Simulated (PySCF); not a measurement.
## NMR problem set

Calculated, not measured (PySCF 2.14): GFN2-xTB geometry, σ from GIAO-PBE0/pcSseg-1. No solvent model, single conformer, relativity neglected, averaged over atoms made equivalent by symmetry, fast rotation or ring inversion.

δ = σ(ref) − σ, references computed at the same level: $^{1}$H, $^{13}$C against TMS. Splittings of carbon signals by F and P are missing where no couplings were computed. Where no couplings were computed, multiplicities follow the n + 1 count of equivalent neighbours, and m marks all less simple cases (inequivalent or close neighbours, rings, F or P nearby). Shifts are as computed. Against solution values, carbons near 30 ppm lie about +3 ppm off and those near 130 ppm about +5 ppm. Of 1211 compounds with measured shifts, 218 miss one by over three times the rms of a fit or turn the order of signals round; such compounds aren't used in these exercises.

(1) C$_{6}$H$_{9}$OP. $^{1}$H NMR (400 MHz, computed): δ 8.09 (m, 1H), 7.16 (m, 1H), 3.45 (m, 1H), 1.41 (d, 6H). $^{13}$C{$^{1}$H} NMR (computed): δ 215.4 (C), 152.9 (CH), 131.1 (CH), 38.3 (CH), 25.4 (CH3). Identify the compound.

(2) C$_{6}$H$_{7}$FO. $^{1}$H NMR (400 MHz, computed): δ 3.98 (s, 3H), 2.68 (s, 1H), 1.77 (s, 3H). $^{13}$C{$^{1}$H} NMR (computed): δ 174.6 (C), 88.9 (CH), 83.4 (C), 75.5 (C), 55.0 (CH3), 16.0 (CH3). Identify the compound.

## Answers

(1) `CC(C)c1occp1`. 5 carbon signals for 6 carbons: some carbons are equivalent by symmetry or fast rotation. Carbon types of the structure: 1 × C, 3 × CH, 2 × CH3, which accounts for all hydrogens. δC 215.4: substituted aromatic carbon next to the ring oxygen. δC 152.9: aromatic CH next to the ring oxygen. δC 131.1: aromatic CH; the aromatic region. δH 7.16: hydrogen on an aromatic CH; ring-current deshielding.

The shifts were computed for this structure.

(2) SMILES C(#C)/C(C)=C(\F)OC. Rings plus π bonds: 3 (no ring in the answer). 6 carbon signals for 6 carbons: no two carbons are equivalent. Carbon types of the structure: 3 × C, 1 × CH, 2 × CH3, which accounts for all hydrogens. δC 174.6: alkene carbon bearing oxygen; an sp2 carbon further deshielded by the attached heteroatom. δC 88.9: terminal alkyne carbon; sp carbons lie upfield of alkene carbons because the cylindrical π system leaves one tensor component strongly shielded. δC 83.4: alkyne carbon; sp carbons lie upfield of alkene carbons because the cylindrical π system leaves one tensor component strongly shielded. δC 75.5: β carbon of an enol-ether or enamine type C=C; the O or N lone pair pushes π density onto this β carbon and shields it.

The shifts were computed for this structure.
